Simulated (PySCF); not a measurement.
Nonlinear optical response: SMILES N#Cc1ccccc[cH+]1, [C₈H₆N]+, charge +1

Molfile (atoms numbered from 1):
```
C8H6N
     RDKit          3D

 15 15  0  0  0  0  0  0  0  0999 V2000
    3.8658   -0.6872   -0.1515 N   0  0  0  0  0  0  0  0  0  0  0  0
    2.7284   -0.4666   -0.1399 C   0  0  0  0  0  0  0  0  0  0  0  0
    1.3201   -0.1939   -0.1258 C   0  0  0  0  0  0  0  0  0  0  0  0
    0.9485    1.1638   -0.1187 C   0  0  0  0  0  0  0  0  0  0  0  0
   -0.3301    1.7170   -0.1048 C   0  0  0  0  0  0  0  0  0  0  0  0
   -1.5705    1.0714   -0.0945 C   0  0  0  0  0  0  0  0  0  0  0  0
   -1.8334   -0.2988   -0.0956 C   0  0  0  0  0  0  0  0  0  0  0  0
   -0.9200   -1.3577   -0.1073 C   0  0  0  0  0  0  0  0  0  0  0  0
    0.4725   -1.3175   -0.1206 C   0  0  0  0  0  0  0  0  0  0  0  0
    1.7785    1.8766   -0.1248 H   0  0  0  0  0  0  0  0  0  0  0  0
   -0.3642    2.8107   -0.1015 H   0  0  0  0  0  0  0  0  0  0  0  0
   -2.4469    1.7265   -0.0842 H   0  0  0  0  0  0  0  0  0  0  0  0
   -2.8900   -0.5831   -0.0862 H   0  0  0  0  0  0  0  0  0  0  0  0
   -1.3567   -2.3610   -0.1057 H   0  0  0  0  0  0  0  0  0  0  0  0
    0.9796   -2.2869   -0.1280 H   0  0  0  0  0  0  0  0  0  0  0  0
  1  2  3  0
  2  3  1  0
  3  4  2  0
  4  5  1  0
  5  6  2  0
  6  7  1  0
  7  8  2  0
  8  9  1  0
  9  3  1  0
  4 10  1  0
  5 11  1  0
  6 12  1  0
  7 13  1  0
  8 14  1  0
  9 15  1  0
M  CHG  1   9   1
M  END
```

Method used: quadratic response CAM-B3LYP/aug-cc-pVDZ first hyperpolarisability, Taylor convention, gas phase (PySCF). Geometry: PBE0-D3(BJ)/def2-SVP.

Question: Give β for the processes computed.

Answer: In au, Taylor convention; the vector part is βᵢ = ⅓ Σⱼ (βᵢⱼⱼ + βⱼᵢⱼ + βⱼⱼᵢ):
```
                   process  λ (nm)  β vector norm  β HRS  depolarisation ratio
           static β(0;0,0)       ∞          470.7  188.4                  5.65
second harmonic β(−2ω;ω,ω)    1907          524.8  210.3                  5.64
         Pockels β(−ω;ω,0)    1907          487.7      –                     –
second harmonic β(−2ω;ω,ω)    1064          685.9  275.6                  5.63
         Pockels β(−ω;ω,0)    1064          528.9      –                     –
```

Question: Which lowest excitations and polarisabilities go with it?

Answer: S1 4.52 eV (f = 0.130); S2 4.59 eV (f = 0.001); S3 4.96 eV (f = 0.000); isotropic α 95.8 au static, 96.3 au at 1907 nm, 97.5 au at 1064 nm, 98.0 au at 953.5 nm, 103.7 au at 532 nm.
